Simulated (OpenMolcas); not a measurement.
**Tm3+: input and output**

Tm3+ with its 6 nearest fluoride ions at 2.176 Å, on the Cd site of idealised cubic KCdF3 (a = 4.302 Å, distance in the model lattice 2.151 Å). The rest of the host is ab initio model potentials to 7.6 Å, with orthogonalisation functions on the cations behind the ligands, and point charges beyond; the distance is set by hand and nothing relaxes, and no local charge compensation is placed. Ligand basis ANO-RCC-VDZP.

Input, with the lattice sites abridged:

```
&GATEWAY
Basis set
Tm.ANO-RCC-VDZP.
Tm1 0.0 0.0 0.0 Angstrom
End of basis
Basis set
F.ANO-RCC-VDZP.
L1 2.176000 0.000000 0.000000 Angstrom
L2 0.000000 2.176000 0.000000 Angstrom
L3 0.000000 0.000000 2.176000 Angstrom
End of basis
Basis set
Cd.EMB-AIMP.Lopez-Moraza.11s7p.1s1p.ECP.KCdF3.
PseudoCharge
* 3 symmetry-unique lattice sites within 7.6 angstrom
End of basis
Basis set
K.EMB-AIMP.Lopez-Moraza.0s.0s.ECP.KCdF3.
PseudoCharge
* 16 symmetry-unique lattice sites within 7.6 angstrom
End of basis
Basis set
Cd.EMB-AIMP.Lopez-Moraza.0s.0s.ECP.KCdF3.
PseudoCharge
* 10 symmetry-unique lattice sites within 7.6 angstrom
End of basis
Basis set
F.EMB-AIMP.Lopez-Moraza.0s.0s.ECP.KCdF3.
PseudoCharge
* 27 symmetry-unique lattice sites within 7.6 angstrom
End of basis
Symmetry
XYZ
AngMom=0.0 0.0 0.0
AMFI
RICD
XField
1533 Angstrom 0
* Evjen-weighted lattice charges
&SEWARD
* reference wave functions (RASSCF and RASSI steps not shown): 12 electrons in 7 orbitals (4f)
>>> COPY JOB001 $Project.JobIph
&CASPT2
Multistate=21 1 2 3 4 5 6 7 8 9 10 11 12 13 14 15 16 17 18 19 20 21
NoMult
Frozen=17 12
IPEA=0.25
Imaginary=0.1
MaxIter=60
WThr=0.0 0.3 0.05
PrWF=0.5
NoMix
>>> COPY JOB002 $Project.JobIph
&CASPT2
Multistate=27 1 2 3 4 5 6 7 8 9 10 11 12 13 14 15 16 17 18 19 20 21 22
23 24 25 26 27
NoMult
Frozen=17 12
IPEA=0.25
Imaginary=0.1
MaxIter=60
WThr=0.0 0.3 0.05
PrWF=0.5
NoMix
```

Launched by
```bash
OMP_NUM_THREADS=1 MOLCAS_MEM=2457 MOLCAS_PROJECT=a pymolcas a.inp > a.log  # once for each step of the input, in one work folder
```

Output, cut to the results:

```
--- CASPT2 ---
Orbital specifications:
      -----------------------

      Symmetry species                           1   2
                                                ag  au
      Frozen orbitals                           17  12
      Inactive orbitals                         13  15
      Active orbitals                            0   7
      Secondary orbitals                        60  52
      Deleted orbitals                           0   0
      Number of basis functions                 90  86
Type of calculation                        SS-CASPT2
      Fock operator                              state-specific
      IPEA shift                                 0.25
      Real shift                                 0.00
      Imaginary shift                            0.10
      The input orbitals will be transformed to quasi-canonical
Reference energy:      -14154.0672774646
      E2 (Non-variational):      -2.1130937379
      Shift correction:          -0.0010592217
      E2 (Variational):          -2.1141529596
      Total energy:          -14156.1814304242
      Residual norm:              0.0000004427
      Reference weight:           0.70288
      Contributions to the CASPT2 correlation energy
      Active & Virtual Only:         -0.4270885106
      One Inactive Excited:          -0.2951702706
      Two Inactive Excited:          -1.3908349567
Reference energy:      -14154.0672774645
      E2 (Non-variational):      -2.1130939125
      Shift correction:          -0.0010592209
      E2 (Variational):          -2.1141531334
      Total energy:          -14156.1814305980
      Residual norm:              0.0000004427
      Reference weight:           0.70288
      Contributions to the CASPT2 correlation energy
      Active & Virtual Only:         -0.4270884579
      One Inactive Excited:          -0.2951705246
      Two Inactive Excited:          -1.3908349301
::    CASPT2 Root  1     Total energy: -14156.18143042
::    CASPT2 Root  2     Total energy: -14156.18143060
::    CASPT2 Root  3     Total energy: -14156.18140469
::    CASPT2 Root  4     Total energy: -14156.18067455
::    CASPT2 Root  5     Total energy: -14156.18079745
::    CASPT2 Root  6     Total energy: -14156.17991489
::    CASPT2 Root  7     Total energy: -14156.17991804
::    CASPT2 Root  8     Total energy: -14156.17992138
::    CASPT2 Root  9     Total energy: -14156.17778597
::    CASPT2 Root 10     Total energy: -14156.17778619
::    CASPT2 Root 11     Total energy: -14156.17781293
::    CASPT2 Root 12     Total energy: -14156.15082380
::    CASPT2 Root 13     Total energy: -14156.15085121
::    CASPT2 Root 14     Total energy: -14156.15080099
::    CASPT2 Root 15     Total energy: -14156.15077231
::    CASPT2 Root 16     Total energy: -14156.14981392
::    CASPT2 Root 17     Total energy: -14156.14981736
::    CASPT2 Root 18     Total energy: -14156.14982002
::    CASPT2 Root 19     Total energy: -14156.03180205
::    CASPT2 Root 20     Total energy: -14156.03177401
::    CASPT2 Root 21     Total energy: -14156.03178689
--- CASPT2 ---
Orbital specifications:
      -----------------------

      Symmetry species                           1   2
                                                ag  au
      Frozen orbitals                           17  12
      Inactive orbitals                         13  15
      Active orbitals                            0   7
      Secondary orbitals                        60  52
      Deleted orbitals                           0   0
      Number of basis functions                 90  86
Type of calculation                        SS-CASPT2
      Fock operator                              state-specific
      IPEA shift                                 0.25
      Real shift                                 0.00
      Imaginary shift                            0.10
      The input orbitals will be transformed to quasi-canonical
Reference energy:      -14154.0273975395
      E2 (Non-variational):      -2.1118153934
      Shift correction:          -0.0010882268
      E2 (Variational):          -2.1129036202
      Total energy:          -14156.1403011597
      Residual norm:              0.0000001947
      Reference weight:           0.70292
      Contributions to the CASPT2 correlation energy
      Active & Virtual Only:         -0.4265219767
      One Inactive Excited:          -0.2944025017
      Two Inactive Excited:          -1.3908909150
Reference energy:      -14154.0273975395
      E2 (Non-variational):      -2.1118182241
      Shift correction:          -0.0010882649
      E2 (Variational):          -2.1129064890
      Total energy:          -14156.1403040285
      Residual norm:              0.0000001949
      Reference weight:           0.70292
      Contributions to the CASPT2 correlation energy
      Active & Virtual Only:         -0.4265233909
      One Inactive Excited:          -0.2944039071
      Two Inactive Excited:          -1.3908909262
::    CASPT2 Root  1     Total energy: -14156.14030116
::    CASPT2 Root  2     Total energy: -14156.14030403
::    CASPT2 Root  3     Total energy: -14156.14023719
::    CASPT2 Root  4     Total energy: -14156.13574596
::    CASPT2 Root  5     Total energy: -14156.13578526
::    CASPT2 Root  6     Total energy: -14156.13994632
::    CASPT2 Root  7     Total energy: -14156.13990795
::    CASPT2 Root  8     Total energy: -14156.13994139
::    CASPT2 Root  9     Total energy: -14156.13477857
::    CASPT2 Root 10     Total energy: -14156.06707320
::    CASPT2 Root 11     Total energy: -14156.06713487
::    CASPT2 Root 12     Total energy: -14156.06444707
::    CASPT2 Root 13     Total energy: -14156.06449077
::    CASPT2 Root 14     Total energy: -14156.06443218
::    CASPT2 Root 15     Total energy: -14156.03659593
::    CASPT2 Root 16     Total energy: -14156.03705229
::    CASPT2 Root 17     Total energy: -14156.03262371
::    CASPT2 Root 18     Total energy: -14156.03262218
...
```

Spin-orbit levels above the lowest (labels of O, the rotations of Oh), with the averaged single-state CASPT2 energies on the diagonal:

```csv
E (cm-1),Degeneracy,Label,2S+1,J,|mJ| (%)
0,1,A1,3,6.00,4 (87)
80,3,T1,3,6.00,4 (33)
170,3,T2,3,6.00,5 (34)
330,1,A2,3,6.00,2 (69)
610,3,T2,3,6.01,1 (53)
660,2,E,3,6.01,0 (44)
6020,3,T2,3 (70 %),4.00,3 (58)
6210,3,T1,3 (70 %),4.01,1 (58)
6420,2,E,3 (73 %),4.01,2 (50)
6610,1,A1,3 (73 %),4.01,0 (58)
8480,3,T1,3,5.00,3 (58)
8540,2,E,3,4.99,2 (50)
8760,3,T2,3,5.00,2 (33)
8930,3,T1,3,5.00,5 (35)
13050,3,T2,3 (89 %),3.99,3 (58)
13200,2,E,3 (88 %),4.01,2 (50)
13250,3,T1,3 (87 %),4.01,1 (58)
13620,1,A1,3 (87 %),4.01,0 (58)
15070,1,A2,3,3.00,2 (100)
15160,3,T1,3,3.01,3 (42)
```

Roots that are degenerate in the reference are averaged as groups; the widest CASPT2 spread within a group is 100 cm-1 (the 2-fold group of multiplicity 1 near 31700 cm-1 above the lowest state of its run). Shifts and gaps below about the spread of the groups concerned are not significant. Over all roots computed the reference weight is 0.70; a low but even weight reflects the number of correlated electrons. Splittings of an f shell from a small cluster at a set distance can be off by tens of per cent, mostly too small. The first state left out of the spin-orbit step lies near 83000 cm-1 above the lowest spin-free state of the reference (among the parities and spins computed), and the lists stop at four fifths of that energy or lower. No measured value stands beside these numbers; the geometry was set by hand and not optimised.

The CASPT2 steps took 5.1 min on 1 thread of Arm Neoverse V2 (shared host); the integral step is not counted.
